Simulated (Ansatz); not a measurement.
Basis sets compared for [CeCl6]3- (CeCl₆³⁻). Charge -3, multiplicity 2. Geometry PBE-D4/def2-SVP. Ansatz on 4 threads of Arm Neoverse V1 on a shared host; times are rough, and most runs start from earlier orbitals.

```xyz
7

Ce   -0.0004    0.0003   -0.0001
Cl   -0.8320   -2.5067    1.0046
Cl    0.8251    2.5084   -1.0083
Cl    1.2780    0.5597    2.4582
Cl   -1.2737   -0.5619   -2.4591
Cl   -2.3808    1.1743    0.9683
Cl    2.3837   -1.1741   -0.9637
```

In the def2 sets Ce takes a core potential; there is no spin–orbit coupling. With an open 4f shell the SCF may have ended on a state above the lowest. A multiply charged anion in the gas phase is held together partly by the finite basis. Removing one electron lowers the energy by 2.50 eV at PBE0-D4/def2-TZVP, so it isn't bound. At PBE-D4/def2-SVP, PBE-D4/def2-TZVP, PBE0-D4/def2-SVP, PBE0-D4/def2-TZVP the highest occupied level of the charge -3 doublet lies above zero (up to 8.20 eV). By energy differences it is unbound by 2.67 eV (vertical, against the charge -2 singlet, at PBE-QIDH/def2-TZVP) and held by the finite basis.

```json
{"level": "PBE-D4/def2-SVP", "functions": "186", "energy (Eh)": "-3234.5356", "HOMO (eV)": "8.20", "LUMO (eV)": "8.90", "wall time": "25 s"}
{"level": "PBE0-D4/def2-SVP", "functions": "186", "energy (Eh)": "-3234.7721", "HOMO (eV)": "4.94", "LUMO (eV)": "9.86", "wall time": "36 s"}
```

(1) Estimate the rows for PBE-D4/def2-TZVP, PBE0-D4/def2-TZVP.

Results:

(1) 
```
            level  functions  energy (Eh)  HOMO (eV)  LUMO (eV)  wall time
 PBE-D4/def2-TZVP        315   -3235.5428       7.20       7.90       41 s
PBE0-D4/def2-TZVP        315   -3235.7598       4.05       9.51    3.3 min
```
